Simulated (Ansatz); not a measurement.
Conformers of CH8O2Si2 (`C[Si](O)(O)[SiH3]`), each relaxed with PBE0-D4/def2-TZVP in Ansatz. CBS adds the triple-zeta coupled-cluster correction to the MP2 limit.

Not all of them had a frequency check.

Conformer A:

Cartesian coordinates in Å:
```
C -1.375 0.787 -0.663
Si -0.101 0.080 0.503
O 0.506 1.213 1.526
O -0.810 -1.076 1.451
Si 1.757 -0.771 -0.651
H -0.943 1.598 -1.255
H -1.744 0.028 -1.359
H -2.230 1.188 -0.111
H -0.044 1.473 2.268
H -1.506 -1.605 1.060
H 2.764 -1.341 0.284
H 1.315 -1.855 -1.576
H 2.411 0.283 -1.476
```

Conformer B:

Z-matrix (Å, degrees):
```
C
Si 1 1.857
H 1 1.092 2 111.0
H 1 1.094 2 110.5 3 -120.3
H 1 1.092 2 110.7 3 120.5
O 2 1.652 1 104.4 3 178.6
O 2 1.651 1 112.1 3 57.6
Si 2 2.347 1 114.2 3 -59.7
H 6 0.959 2 117.0 1 178.1
H 7 0.959 2 117.6 1 52.3
H 8 1.490 2 110.5 1 -173.3
H 8 1.489 2 111.7 1 66.0
H 8 1.490 2 110.3 1 -54.2
```

Task: Which is lowest in electronic energy at CCSD(T)/CBS (frozen core, def2 sets), and by how much? (Estimate.)

Result: Computed: B; A lies 6.1 kJ/mol higher.

Task: Give the energies relative to B (kJ/mol) with ωB97X-V/def2-TZVPP, ωB97M-V/def2-TZVPP, PBE0/def2-TZVPP, B3LYP/def2-TZVPP, HF/def2-TZVPP, CCSD/def2-TZVPP, HF/def2-QZVPP. (Estimate.)

Result: The calculation gave: 
```json
{"level": "ωB97X-V/def2-TZVPP", "A": "6.8"}
{"level": "ωB97M-V/def2-TZVPP", "A": "6.9"}
{"level": "PBE0/def2-TZVPP", "A": "6.6"}
{"level": "B3LYP/def2-TZVPP", "A": "6.6"}
{"level": "HF/def2-TZVPP", "A": "5.1"}
{"level": "CCSD/def2-TZVPP", "A": "6.4"}
{"level": "HF/def2-QZVPP", "A": "4.8"}
```

B3LYP here is the variant with VWN-RPA as its local correlation; programs differ in this.
